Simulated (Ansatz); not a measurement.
The same path of F3Ge + FH (6 atoms, charge 0, multiplicity 2) was run 3 times with different band settings.

The calculation used Ansatz, UKS PBE0-D4/def2-SVP.

Relaxed end points:

```xyz
6
Properties=species:S:1:pos:R:3
Ge -0.529 -0.324 0.031
H 0.807 0.245 2.106
F 1.180 -0.421 0.442
F -0.760 1.321 -0.438
F -0.644 -1.248 -1.430
F -0.052 0.426 2.430
```

```xyz
6
Properties=species:S:1:pos:R:3
Ge 0.485 -0.460 0.096
H -0.529 0.866 2.002
F 1.446 -0.456 -1.346
F 0.063 1.236 0.307
F -1.004 -1.217 -0.336
F -0.459 0.031 2.420
```

Common settings: movable images 5; climbing image yes; optimiser quadratic models (default); start path through a guess of the saddle point; iteration limit 60; end points relaxed.

| run | spring | force threshold |
| --- | --- | --- |
| 1 | 5.0 eV/Å² | 0.05 eV/Å |
| 2 | 0.1 eV/Å² | 0.05 eV/Å |
| 3 | 5.0 eV/Å² | 0.5 eV/Å |

(1) What does each run give, and how far can it be trusted?

Results:

(1) Run 1: converged after 35 iterations, highest image 0.080 eV above the first end. The profile has 2 maxima (images 2, 5) with wells between them (image 3): this band takes more than one step, which may be the mechanism or a detour left from its start path. A vibrational analysis at the climbing image gives one clearly imaginary mode, 209i cm⁻¹: a first-order saddle point.
Run 2: converged after 43 iterations, highest image 0.081 eV above the first end. The profile has 2 maxima (images 3, 5) with wells between them (image 4): this band takes more than one step, which may be the mechanism or a detour left from its start path. Another band between the same ends (5 images) ends at a top of the same energy, where a vibrational analysis finds 1 clearly imaginary mode.
Run 3: converged after 9 iterations, highest image 0.553 eV above the first end. The threshold of 0.5 eV/Å is loose, so the images may lie well off the minimum-energy path. The order of the point at the top wasn't checked. Another band between the same ends, with other settings, climbed to 0.080 eV only, so this figure is probably too high.
